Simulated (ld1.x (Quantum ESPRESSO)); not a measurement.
## Ranking TM potentials for zinc

All share these settings but for the change named:

zinc, norm-conserving Troullier–Martins (Kleinman–Bylander form), made with ld1.x (Quantum ESPRESSO) 7.5 (PBE, scalar-relativistic). Core [Ar] 3d10, reference 4s1 4p1. Waves: 4s (bound): rc 2.05 bohr; 4p (bound): rc 2.45 bohr. Local part: all-electron potential smoothed inside 1.55 bohr (lloc = -1). Core correction: a·sin(br)/r model core inside 1.30 bohr.

Cutoff: the first of the cutoffs (Ry, on a coarse ladder) from which the occupation-weighted sum of valence levels, in a spherical-Bessel basis at the reference potential, stays within 10 and 1 mRy of its value at 400 Ry; the density cutoff is not measured.

The base gives 10 Ry.

Of 7 variants that were run, those that failed, showed a ghost or another fault, or gave nearly equal values are left out.

A variant can come out equal or close to the base.

Q: Rank these variants from softest to hardest (loose cutoff).
A. all radii but the core radius scaled by about 1.37 (s 2.80, p 3.36 bohr); local potential all-electron potential smoothed inside 2.12 bohr (lloc = -1)
B. wave 4s (bound): rc 2.05 bohr becomes 4s (bound): rc 2.46 bohr
C. local potential the s channel

A: A (6 Ry), B (8 Ry), C (10 Ry).
